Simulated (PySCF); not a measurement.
**Two-dimensional NMR puzzle**

Compound of formula C5H15N2PSi. Correlations simulated from computed shifts and the bond graph:

HSQC (one-bond C–H):
```csv
δH,δC
2.74,42.3
1.44,27.1
1.41,16.9
0.59,25.6
```

COSY cross peaks (H two or three bonds apart, from the bond graph; peaks can be absent where the dihedral angle is near 90°):
```csv
δH,δH
4.00,0.59
1.44,1.41
1.44,0.59
```

HMBC (two and three bonds, from the bond graph):
```csv
δH,δC
4.00,"27.1, 25.6"
2.74,42.3
1.44,"25.6, 16.9"
1.41,"27.1, 25.6"
0.59,"27.1, 16.9"
```

PySCF 2.14.0 with density-fitted response routines calculation with NMR shieldings at PBE0/pcSseg-1/GIAO and geometry: GFN2-xTB; non-relativistic, fast rotation and ring inversion assumed for equivalent nuclei, in vacuum, one computed conformer.

δ = σ(ref) − σ, references computed at the same level: TMS for $^{1}$H and $^{13}$C.

Exchangeable hydrogens are left out of these lists.

Which molecule is this?

Results:

`C[C@@H]1[C@@H]([SiH3])[P@]1(=N)N(C)C`.

Atoms are numbered as in `[CH3:1][C@@H:2]1[C@@H:3]([SiH3:4])[P@:5]1(=[NH:6])[N:7]([CH3:8])[CH3:9]`. Each H is labelled by its parent atom.

δC 42.3 is C8/C9, a methyl carbon bonded to N (δH 2.74). δC 27.1 is C2, a three-membered-ring carbon (δH 1.44). δC 25.6 is C3, a three-membered-ring carbon (δH 0.59). δC 16.9 is C1, a methyl carbon (δH 1.41). COSY links 4.00–0.59, 1.44–1.41, 1.44–0.59.

The data come from this structure; uniqueness wasn't tested.

Exchangeable OH/NH protons stand at their gas-phase positions; hydrogen bonding in a real sample shifts them, mostly to higher δ. Shifts are as computed. Against solution values, carbons near 30 ppm lie about +3 ppm off and those near 130 ppm about +5 ppm. Of 1211 compounds with measured shifts, 218 miss one by over three times the rms of a fit or turn the order of signals round; such compounds aren't used in these exercises.
